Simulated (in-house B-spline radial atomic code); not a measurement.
Configurations of Xe³⁺, with energies counted from [Kr] 4d10 5s2 5p3. Method: scalar-relativistic (X2C) HSE06, spin-polarised, spherical fractional occupations, exact exchange averaged over the configuration, Fermi nucleus of rms radius 4.7859 fm. Calculated with a B-spline radial code for spherical atoms. Shells without spins written out take the highest spin.

Occupations are held fixed; configurations that lie above the ionisation limit could autoionise.

```csv
configuration,E - E(ref) (eV),highest orbital,its <r> (bohr)
[Kr] 4d10 5s2 5p2 6s1,20.215,6s up,3.67
[Kr] 4d10 5s1 5p3 5d1,26.976,5d up,2.61
[Kr] 4d10 5s2 5p2 6d1,29.601,6d up,5.44
[Kr] 4d10 5s1 5p3 6d1,39.832,6d up,5.383
[Kr] 4d9 5s2 5p3 6d1,88.448,6d up,5.307
```

Q: Order these further configurations by energy, lowest first.
A. [Ar] 3d10 4s2 4p5 4d10 5s2 5p3 6d1
B. [Kr] 4d9 5s2 5p4
C. [Kr] 4d9 4f1 5s2 5p3
D. [Kr] 4d10 5s2 5p2 5d1
E. [Ar] 3d9 4s2 4p6 4d10 5s2 5p3 5d1

A: D (17.403 eV), B (59.589 eV), C (77.923 eV), A (174.13 eV), E (686.06 eV).

Q: How far above the reference does [Ar] 3d10 4s2 4p5 4d10 5s2 5p3 5f1 lie?

A: 175.11 eV; its least bound orbital is 5f up with <r> = 4.712 bohr.
